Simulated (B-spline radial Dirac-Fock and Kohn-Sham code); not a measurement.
Re⁴⁺: non-radiative channels of the L3 vacancy

System: Re⁴⁺, configuration [Xe] 4f14 5d3.

Input of the calculation (task.json; shells as n, l, electrons):

```json
{"items": [{
  "Z": 75,
  "q": 4,
  "cfg": [[1, 0, 2], [2, 0, 2], [2, 1, 6], [3, 0, 2], [3, 1, 6], [3, 2, 10], [4, 0, 2], [4, 1, 6], [4, 2, 10], [4, 3, 14], [5, 0, 2], [5, 1, 6], [5, 2, 3]],
  "A": 187,
  "rrms": 5.3698,
  "do": ["binding", "quiet", "decay"],
  "holes": ["K", "L1", "L2", "L3", "M1", "M2", "M3", "M4", "M5", "N1", "N2", "N3", "N4", "N5", "N6", "N7"]
}]}
```

Launch: `python xray_run.py task.json out`

Model: one-electron (LDA, Dirac) transition rates at Dirac-Fock energies. Program: a radial finite-basis atomic code. Kinetic energies are configuration averages from the vacuum level; the two-hole energies are estimated from single-hole states.

```
transition  kinetic energy (eV)  width (meV)  share (%)
   L3-M1M3               5113.1          108        3.0
   L3-M2M3               5358.2          185        5.1
   L3-M3M3               5672.1          231        6.4
   L3-M2M5               5839.6         98.0        2.7
   L3-M3M4               6089.3          257        7.1
   L3-M3M5               6160.8          360       10.0
   L3-M4M4               6503.9         38.5        1.1
   L3-M4M5               6569.7          738       20.4
   L3-M5M5               6638.6          478       13.2
   L3-M2N3               7307.0         28.7        0.8
   L3-M3N1               7439.2         26.4        0.7
   L3-M3N2               7545.4         40.5        1.1
   L3-M3N3               7621.1         86.9        2.4
   L3-M3N4               7795.6         49.1        1.4
   L3-M3N5               7809.7         67.2        1.9
   L3-M5N2               8033.3         19.7        0.5
   L3-M4N3               8041.6         37.0        1.0
   L3-M5N3               8108.5         59.2        1.6
   L3-M4N5               8230.7          102        2.8
   L3-M5N4               8283.4          124        3.4
   L3-M5N5               8298.2          150        4.2
   L3-M5N6               8522.0         23.9        0.7
   L3-M5N7               8525.5         21.3        0.6
   L3-N4N5               9908.9         17.7        0.5
```

The listed channels hold 93 % of the non-radiative rate. Summed by principal shells, of 3.61 eV in all: LMM 70.2 %, LMN 25.4 %, LNN 2.2 %, LMO 1.9 %, LNO 0.3 %.
